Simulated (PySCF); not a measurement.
## Spin-rotation constants: `C[P+]([BH3-])(C)C1CC1`, C5H14BP

Molfile (atoms numbered from 1):
```
C5H14BP
     RDKit          3D

 21 21  0  0  0  0  0  0  0  0999 V2000
   -0.7635   -1.3090   -1.4826 B   0  0  0  0  0  0  0  0  0  0  0  0
   -0.6045   -0.1083    0.0076 P   0  0  0  0  0  0  0  0  0  0  0  0
   -1.6108    1.4233   -0.1034 C   0  0  0  0  0  0  0  0  0  0  0  0
   -1.1389   -0.8029    1.6205 C   0  0  0  0  0  0  0  0  0  0  0  0
    1.0350    0.5711    0.4334 C   0  0  0  0  0  0  0  0  0  0  0  0
    1.9983    0.8211   -0.6913 C   0  0  0  0  0  0  0  0  0  0  0  0
    2.2294   -0.3188    0.2409 C   0  0  0  0  0  0  0  0  0  0  0  0
   -0.0635   -2.2421   -1.2344 H   0  0  0  0  0  0  0  0  0  0  0  0
   -0.4253   -0.6966   -2.4480 H   0  0  0  0  0  0  0  0  0  0  0  0
   -1.9252   -1.5872   -1.4906 H   0  0  0  0  0  0  0  0  0  0  0  0
   -1.2612    2.0066   -0.9534 H   0  0  0  0  0  0  0  0  0  0  0  0
   -1.5358    2.0191    0.8052 H   0  0  0  0  0  0  0  0  0  0  0  0
   -2.6493    1.1465   -0.2762 H   0  0  0  0  0  0  0  0  0  0  0  0
   -2.1698   -1.1405    1.5301 H   0  0  0  0  0  0  0  0  0  0  0  0
   -0.5115   -1.6615    1.8526 H   0  0  0  0  0  0  0  0  0  0  0  0
   -1.0605   -0.0671    2.4193 H   0  0  0  0  0  0  0  0  0  0  0  0
    1.0484    1.2596    1.2728 H   0  0  0  0  0  0  0  0  0  0  0  0
    1.6653    0.5869   -1.6917 H   0  0  0  0  0  0  0  0  0  0  0  0
    2.6452    1.6841   -0.6305 H   0  0  0  0  0  0  0  0  0  0  0  0
    3.0366   -0.2521    0.9558 H   0  0  0  0  0  0  0  0  0  0  0  0
    2.0528   -1.3152   -0.1366 H   0  0  0  0  0  0  0  0  0  0  0  0
  1  2  1  0
  2  3  1  0
  2  4  1  0
  2  5  1  0
  5  6  1  0
  6  7  1  0
  7  5  1  0
  1  8  1  0
  1  9  1  0
  1 10  1  0
  3 11  1  0
  3 12  1  0
  3 13  1  0
  4 14  1  0
  4 15  1  0
  4 16  1  0
  5 17  1  0
  6 18  1  0
  6 19  1  0
  7 20  1  0
  7 21  1  0
M  CHG  2   1  -1   2   1
M  END
```

Method: PySCF, GIAO KT1/cc-pVDZ magnetisability, rotational g tensor and spin-rotation constants, non-relativistic, gas phase. Geometry: GFN2-xTB.

Question: Give the nuclear spin-rotation constants along the inertial axes (H = +C I·J) beside the isotropic shieldings.

Answer: Rotational constants 2.7655, 1.5617, 1.5451 GHz. A star marks the isotopologue with that one atom substituted, in its own axes.
| atom | isotope | Caa (kHz) | Cbb (kHz) | Ccc (kHz) | mean (kHz) | σ (ppm) |
| --- | --- | --- | --- | --- | --- | --- |
| B1 | 11B | 0.227 | 0.137 | 0.118 | 0.160 | 162.8 |
| P2 | 31P | 3.745 | 2.055 | 2.272 | 2.691 | 401.1 |
| H8 | 1H | -0.228 | -0.127 | -0.044 | -0.133 | 31.4 |
| H9 | 1H | -0.239 | -0.121 | -0.042 | -0.134 | 31.4 |
| H10 | 1H | 0.015 | -0.134 | -0.170 | -0.097 | 31.3 |
| H11 | 1H | -0.240 | -0.174 | -0.009 | -0.141 | 30.2 |
| H12 | 1H | -0.333 | 0.035 | -0.177 | -0.158 | 30.6 |
| H13 | 1H | 0.045 | -0.176 | -0.170 | -0.101 | 30.4 |
| H14 | 1H | 0.050 | -0.180 | -0.170 | -0.100 | 30.4 |
| H15 | 1H | -0.242 | -0.174 | -0.007 | -0.141 | 30.2 |
| H16 | 1H | -0.333 | 0.034 | -0.176 | -0.158 | 30.7 |
| H17 | 1H | -0.297 | 0.012 | -0.189 | -0.158 | 31.2 |
| H18 | 1H | -0.288 | -0.041 | -0.125 | -0.151 | 30.9 |
| H19 | 1H | -0.154 | -0.138 | -0.111 | -0.134 | 31.1 |
| H20 | 1H | -0.155 | -0.129 | -0.120 | -0.135 | 31.1 |
| H21 | 1H | -0.288 | -0.057 | -0.110 | -0.152 | 31.0 |
| C3 | 13C* | 0.350 | 0.174 | 0.194 | 0.239 | 181.4 |
| C5 | 13C* | 0.371 | 0.147 | 0.195 | 0.238 | 183.9 |
| C6 | 13C* | 0.256 | 0.111 | 0.218 | 0.195 | 194.5 |

For the geometry as given, no vibrational averaging.
